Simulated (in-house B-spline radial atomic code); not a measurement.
A radial electron density 4πr²n(r) was computed for an atom or ion in its tabulated ground configuration with a B-spline radial code for spherical atoms; method: Dirac-Kohn-Sham PW91, spherical fractional occupations. Columns: r (bohr), 4πr²n(r) (electrons per bohr), bar.

```
 0.00242   0.6735 #
  0.0029   0.9399 #
 0.00346    1.295 ##
 0.00413    1.777 ##
 0.00494    2.432 ###
  0.0059    3.295 #####
 0.00705    4.427 ######
 0.00843    5.892 ########
  0.0101    7.764 ###########
   0.012    9.953 ##############
  0.0144    12.71 ##################
  0.0172    15.77 ######################
  0.0205    19.05 ###########################
  0.0245    22.39 ###############################
  0.0293    25.41 ###################################
   0.035    27.66 #######################################
  0.0418    28.76 ########################################
    0.05    28.47 ########################################
  0.0597     26.9 ######################################
  0.0713    24.64 ##################################
  0.0852    22.67 ################################
   0.102    22.14 ###############################
   0.122    23.71 #################################
   0.145    26.85 #####################################
   0.174    30.27 ##########################################
   0.207    31.51 ############################################
   0.248    29.12 #########################################
   0.296    23.38 #################################
   0.354    16.44 #######################
   0.423    11.41 ################
   0.505    9.938 ##############
   0.603    11.19 ################
   0.721    12.62 ##################
   0.861    12.09 #################
    1.03    9.358 #############
    1.23    5.826 ########
    1.47    2.887 ####
    1.76    1.125 ##
     2.1   0.3593 #
    2.51   0.0918 
    2.99  0.01878 
    3.58 0.002579
```

**Question.** Which atom or ion is it?
A. Ti4+
B. Cr4+
C. Co5+
D. V4+

**Answer.** B. The area under the curve, ∫4πr²n dr = ∫r·4πr²n d(ln r) on this logarithmic grid, is 20 electrons, which only this option has. The configuration is [Ar] 3d2.
